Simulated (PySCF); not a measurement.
# Correlation energy of Ag (silver, neutral)

Starting occupation: [Kr] 4d9 5s1 6s1, 4d3/2 with m_j = -3/2, -1/2, +1/2, +3/2, 4d5/2 with m_j = -3/2, -1/2, +1/2, +3/2, +5/2, 5s1/2 with m_j = +1/2, 6s1/2 with m_j = +1/2. All numbers are calculated (PySCF 2.14, X2C-1e with screened-nucleus spin-orbit coupling, Gaussian nucleus, in x2c-TZVPall-2c with one added diffuse shell each of s, p, d type (9s10p8d1f, 86 functions)). Frozen: [Ar] 3d10; 19 electrons correlated; the 6 highest virtual spinors left out.

MP2 pair energies summed by pair of shells (mhartree):

```tsv
pair	energy	share (%)
4d-4d	-217.78	45.5
4d-4p	-132.68	27.7
4p-4p	-42.34	8.8
4d-5s	-28.17	5.9
4d-4s	-23.96	5.0
4p-4s	-18.76	3.9
4p-5s	-5.97	1.2
4s-4s	-3.26	0.7
4d-6s	-2.62	0.5
5s-6s	-1.99	0.4
4p-6s	-0.49	0.1
4s-5s	-0.44	0.1
4s-6s	-0.04	0.0
```

Total MP2 correlation energy: -478.50 mhartree.

The GHF reference relaxed away from the jj start to a determinant that is no pure jj level (⟨S²⟩ = 3.77, ⟨J²⟩ = 15.76); the energies belong to that determinant.

This basis was not built for core-valence correlation, so the inner-shell part is incomplete.
